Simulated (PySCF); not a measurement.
SMILES FC(F)(F)c1cccc(-c2cccs2)c1 (C11H7F3S) (GFN2-xTB optimised geometry):

```
22

F      3.812     0.593    -0.291
C      3.278     1.788     0.000
F      3.783     2.142     1.200
F      3.792     2.658    -0.886
C      1.776     1.788     0.000
C      1.113     3.009     0.000
C     -0.270     3.017     0.022
C     -0.975     1.830     0.046
C     -0.317     0.597     0.048
C     -1.064    -0.643     0.073
C     -0.597    -1.932     0.079
C     -1.620    -2.897     0.104
C     -2.862    -2.345     0.116
S     -2.806    -0.632     0.098
C      1.080     0.593     0.027
H      1.676     3.930    -0.021
H     -0.800     3.957     0.021
H     -2.055     1.849     0.063
H      0.445    -2.192     0.066
H     -1.440    -3.957     0.113
H     -3.812    -2.839     0.135
H      1.624    -0.338     0.028
```

Computed with B3LYP/def2-SVP in PySCF 2.14.0.

Task: What are the frontier orbital energies and the dipole moment?

Result: HOMO-2 -7.69 eV, HOMO-1 -7.24 eV, HOMO -6.20 eV, LUMO -1.67 eV, LUMO+1 -0.93 eV; dipole moment 2.80 D.

Meta-Löwdin charges at B3LYP/def2-SVP: F1 -0.27, C2 0.75, F3 -0.27, F4 -0.27, C5 -0.03, C6 -0.10, C7 -0.09, C8 -0.10, C9 0.02, C10 -0.11, C11 -0.13, C12 -0.12, C13 -0.23, S14 0.25, C15 -0.10, H16 0.11, H17 0.11, H18 0.10, H19 0.11, H20 0.11, H21 0.13, H22 0.11.
